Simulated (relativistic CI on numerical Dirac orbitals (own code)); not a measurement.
**How well does a small relativistic CI reproduce Ti+?**

Method of calculation: Dirac-Coulomb-Breit CI, KLI orbitals optimised for each configuration, model QED, valence Slater integrals scaled by 0.85, P86 correlation energy added to each configuration (own radial code, finite nucleus).

Configurations in the expansion (outside the closed core [Ar]): 3d2 4s, 3d3, 3d 4s2, 3d2 4p, 3d2 4d, 3d2 4f, 3d 4s 4p, 3d2 5s, 4s 4p2, 3d 4p2, 3d2 5p, 3d 4s 5p, 3d2 6s, 3d2 5d, 4s2 4p, 3d2 6p, 3d2 5f, 3d2 5g, 3d2 7s, 3d2 6d, 3d 4s 6s, 3d2 7p, 3d 4s 5d, 3d 4s 6p, 3d 4s 5s, 3d2 7d, 3d 4s 4d, 3d 4s 5f, 3d 4s 5g, 3d 4s 7s, 3d 4s 6d, 3d 4p 4d, 3d 4s 7p, 3d 4s 7d, 3d 4d 4f, 3d 4s 4f. Levels of other configurations are missing.

```csv
Configuration,Term (tabulated),J,Measured (cm⁻¹),Computed,Error,Purity (%)
3d2 4s,a 4F,3/2,0.0,0,0,100
3d2 4s,a 4F,5/2,94.1,80,-14,100
3d2 4s,a 4F,7/2,225.7,193,-33,100
3d2 4s,a 4F,9/2,393.4,336,-57,100
3d3,b 4F,3/2,908.0,2213,1305,99
3d3,b 4F,5/2,983.9,2272,1288,99
3d3,b 4F,7/2,1087.3,2351,1264,99
3d3,b 4F,9/2,1215.8,2450,1234,99
3d2 4s,a 2F,5/2,4628.6,4779,151,97
3d2 4s,a 2F,7/2,4897.6,5012,114,97
3d2 4s,a 2D,3/2,8710.4,9742,1032,84
3d2 4s,a 2D,5/2,8744.2,9755,1010,84
3d3,a 2G,7/2,8997.7,11175,2177,90
3d3,a 2G,9/2,9118.3,11266,2148,89
3d3,a 4P,1/2,9363.6,11717,2354,97
3d3,a 4P,3/2,9395.7,11774,2378,94
3d3,a 4P,5/2,9518.1,11821,2303,99
3d3,a 2P,1/2,9850.9,11283,1432,57
3d2 4s,b 4P,1/2,9872.7,10813,940,99
3d2 4s,b 4P,3/2,9930.7,10861,931,98
3d2 4s,b 4P,5/2,10024.7,10942,918,98
3d3,b 2D,3/2,12628.7,15950,3322,83
3d3,a 2H,9/2,12677.0,14929,2252,100
3d3,b 2D,5/2,12758.1,16066,3308,84
3d3,a 2H,11/2,12774.7,15010,2235,100
3d2 4s,b 2G,9/2,15257.4,16251,993,89
3d2 4s,b 2G,7/2,15265.6,16253,987,89
3d2 4s,b 2P,1/2,16515.9,19072,2556,56
3d2 4s,b 2P,3/2,16625.1,19163,2538,56
3d3,b 2F,7/2,20891.7,24201,3310,98
3d3,b 2F,5/2,20951.6,24253,3302,98
3d 4s2,c 2D,3/2,24961.0,25859,898,80
3d 4s2,c 2D,5/2,25192.8,26127,934,80
3d2 4p,z 4G°,5/2,29544.4,28561,-984,99
3d2 4p,z 4G°,7/2,29734.5,28721,-1014,99
3d2 4p,z 4G°,9/2,29968.3,28920,-1048,100
3d2 4p,z 4G°,11/2,30240.9,29155,-1086,100
3d2 4p,z 4F°,3/2,30836.3,29590,-1246,98
3d2 4p,z 4F°,5/2,30958.5,29691,-1268,98
3d2 4p,z 4F°,7/2,31113.7,29823,-1291,99
3d2 4p,z 2F°,5/2,31207.4,30337,-871,93
3d2 4p,z 4F°,9/2,31301.0,29985,-1316,99
3d2 4p,z 2F°,7/2,31490.8,30580,-911,96
3d2 4p,z 2D°,3/2,31756.5,30824,-933,90
3d2 4s,a 2S,1/2,31787.8,34708,2921,98
3d2 4p,z 2D°,5/2,32025.5,31049,-976,76
3d2 4p,z 4D°,1/2,32532.2,31228,-1304,98
3d2 4p,z 4D°,3/2,32602.5,31303,-1299,91
3d2 4p,z 4D°,5/2,32698.0,31407,-1291,81
3d2 4p,z 4D°,7/2,32767.1,31446,-1321,96
3d2 4p,z 2G°,7/2,34543.3,33586,-957,99
3d2 4p,z 2G°,9/2,34748.4,33772,-977,99
```

Measured levels from NIST Handbook of Basic Atomic Spectroscopic Data (Sansonetti and Martin, J. Phys. Chem. Ref. Data 34, 1559 (2005)); pairs were made by configuration, J and term (by order where the table uses no LS term), so strongly mixed levels may be paired wrongly.

Mean error by configuration (cm⁻¹): 3d2 4s 999; 3d3 2226; 3d 4s2 916; 3d2 4p -1116. Over the excited levels the mean absolute error is 1426 cm⁻¹ (51 of the 52 excited levels that our extract of the source holds in range could be paired, and the others can miss by more), and the median relative error of those above 1,000 cm⁻¹ is 6.5 %.

Transition probabilities of persistent lines. The last column rescales the computed rate by the cube of measured over computed energy:

```tsv
λ measured (Å)	Lower	Upper	A tabulated (s⁻¹)	A computed	A rescaled
3078.65 air	3d2 4s a 4F_7/2	3d2 4p z 4D°_5/2	1.34e+08	1.33e+08	1.49e+08
3088.04 air	3d2 4s a 4F_9/2	3d2 4p z 4D°_7/2	1.50e+08	1.71e+08	1.92e+08
3234.51 air	3d2 4s a 4F_9/2	3d2 4p z 4F°_9/2	1.71e+08	1.79e+08	2.02e+08
3236.58 air	3d2 4s a 4F_7/2	3d2 4p z 4F°_7/2	1.37e+08	1.44e+08	1.63e+08
3239.04 air	3d2 4s a 4F_5/2	3d2 4p z 4F°_5/2	1.26e+08	1.29e+08	1.46e+08
3349.41 air	3d2 4s a 4F_9/2	3d2 4p z 4G°_11/2	1.68e+08	1.87e+08	2.08e+08
3361.23 air	3d2 4s a 4F_7/2	3d2 4p z 4G°_9/2	1.58e+08	1.66e+08	1.84e+08
3372.80 air	3d2 4s a 4F_5/2	3d2 4p z 4G°_7/2	1.41e+08	1.52e+08	1.69e+08
3383.77 air	3d2 4s a 4F_3/2	3d2 4p z 4G°_5/2	1.39e+08	1.51e+08	1.67e+08
3759.30 air	3d2 4s a 2F_7/2	3d2 4p z 2F°_7/2	9.40e+07	1.21e+08	1.36e+08
```
